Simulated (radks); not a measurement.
Numerical settings for the platinum ion Pt3+, [Xe] 4f14 5d7. Method: scalar-relativistic Kohn-Sham, PBEsol, spin-polarised, spherical densities, point nucleus; open shells are filled with parallel spins first (spin-orbit coupling, left out, can overturn this in heavy ions); computed with a radial shooting solver on a logarithmic mesh with Libxc functionals. The defaults (mesh step 0.008 in ln r, mesh end at 40 bohr or more with all orbitals vanishing there, Anderson mixing 0.5 over 9 steps, residual threshold near 1e-9 with the energy settled to 1e-9 hartree or 1e-11 of itself, here a cap of 89 iterations) give E = -18406.166 hartree and 5d at -37.550 eV in 15 iterations. Run on one thread of a shared host, so times are rough (Arm Neoverse N1): 0.4 s of CPU time, 0.4 s wall, 15 iterations on 2501 mesh points. Changes against that run (0 stands for a change within the tolerance of the run):

\begin{tabular}{lrrrrr}
setting & iterations & converged & E (mhartree) & e(5d) (meV) & CPU (s) \\ \hline
mesh step in ln r 0.005 & 15 & yes & 0 & 0 & 0.63 \\
mesh step in ln r 0.003 & 15 & yes & 0 & 0 & 1 \\
mesh step in ln r 0.08 & 2 & no & diverged & - & 0.04 \\
mesh end (bohr) 20 & 15 & yes & 0 & 0 & 0.4 \\
mesh end (bohr) 2 & 14 & level above zero & +6.24e+03 & +3.82e+04 & 0.31 \\
residual threshold 0.001 & 11 & yes & 0 & -0.106 & 0.33 \\
residual threshold 0.01 & 11 & yes & 0 & -0.106 & 0.33 \\
mixing 0.2 & 18 & yes & 0 & 0 & 0.46 \\
linear mixing, mixing 0.8 & 89 & no & -0.423 & -50.2 & 2.6 \\
linear mixing, mixing 0.05 & 89 & no & -5.73 & -128 & 2.1 \\
mixing history 3 & 18 & yes & 0 & 0 & 0.44 \\
iteration cap 8 & 8 & no & +0.00869 & +10.8 & 0.24 \\
\end{tabular}

Settled on a wrong energy, with an occupied level pushed above zero by the early mesh end: mesh end (bohr) 2 (+6.24 hartree). Apart from these: no run marked as converged misses the energy by more than 1 mhartree. A mesh that ends early acts as a hard wall.
